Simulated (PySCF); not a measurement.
An unknown is described by computed data only.

Formula: CH8BNSSi.

| Item | Value |
| --- | --- |
| Rotational structure | rotational constants A, B, C: 12.694, 1.049, 0.986 GHz [PBE0-D3(BJ)/def2-SVP] |
| NMR, other nuclei | isotropic shieldings of nuclei other than C and H, by class: 54 (1 B), 179 (1 N), 401 (1 Si), 537 (1 S) ppm [GIAO PBE0/pcSseg-1] |
| 13C NMR | chemical shifts (computed TMS as zero) by class: 19.1 (1 C) ppm [GIAO PBE0/pcSseg-1] |
| Triplet | lowest triplet excitation (Tamm–Dancoff): 5.07 eV [TDA CAM-B3LYP/def2-SVPD] |
| Dipole | 0.35 D [CAM-B3LYP/def2-SVPD] |
| 1H NMR | chemical shifts (computed TMS as zero) by class: 5.53 (1 H), 4.69 (3 H), 3.02 (1 H), 2.23 (3 H) ppm [GIAO PBE0/pcSseg-1] |

Electronic properties: PySCF, gas phase, density fitting. Levels stand in brackets. Isolated species at its PBE0-D3(BJ)/def2-SVP geometry (one conformer only). NMR values are class means; diastereotopic atoms form classes of their own.

**Question.** Propose a structure and show how it fits.

**Answer.** Numbering: `[CH3:1][S:2][BH:3][NH:4][SiH3:5]`. The one carbon: S-methyl carbon [C1] (19.1 ppm). Hydrogen classes from least to most shielded: 1 H on a three-coordinate boron, B3 (5.53 ppm), 3 H on an SiH3 silicon, Si5 (4.69 ppm), 1 H on a silicon-bound nitrogen, N4 (3.02 ppm), 3 H on an S-methyl carbon, C1 (2.23 ppm). The other shieldings belong to: 54 ppm, three-coordinate boron [B3]; 179 ppm, silicon-bound nitrogen [N4]; 401 ppm, SiH3 silicon [Si5]; 537 ppm, sulfur bonded to B and C [S2]. By its constants the optimised geometry is an asymmetric top. Structure: `CSBN[SiH3]`. The assignments are read from this structure; whether some other isomer fits the data as well wasn't checked.

Conformer computed: `[CH3:1][S:2][BH:3][NH:4][SiH3:5]`: C1–S2–B3–N4 178°, S2–B3–N4–Si5 176°.
